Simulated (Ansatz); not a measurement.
Z-matrix (Å, degrees):
```
Al
C 1 1.9850
H 2 1.1046 1 110.50
H 2 1.1048 3 105.93 1 123.14
H 2 1.1049 3 105.91 4 113.74
C 1 1.9850 2 117.13 3 73.98
H 6 1.1046 1 110.51 2 -72.92
H 6 1.1048 7 105.93 1 123.12
H 6 1.1049 7 105.91 8 113.74
C 1 1.9850 2 117.12 3 -72.95
H 10 1.1046 1 110.50 2 73.94
H 10 1.1048 11 105.93 1 123.13
H 10 1.1048 11 105.91 12 113.74
N 1 2.0886 2 99.87 3 -179.49
H 14 1.0208 1 111.41 2 60.98
H 14 1.0208 15 107.47 1 -122.30
H 14 1.0208 15 107.47 16 -115.39
```
Charge 0, spin multiplicity 1.

Method: frozen-core CCSD(T)/cc-pVTZ // PBE0-D3(BJ)/def2-SVP in Ansatz (a quantum-chemistry and plane-wave program).

* **HF energy**: -417.08028 Ha
* **MP2 correlation energy**: -0.86911 Ha

Estimate the CCSD correlation energy, the (T) correction, the total energy and the T1 diagnostic.


```yaml
CCSD correlation energy: -0.93138 Ha
"(T) correction": -0.03396 Ha
CCSD(T) total energy: -418.04562 Ha
T1 diagnostic: 0.009
```
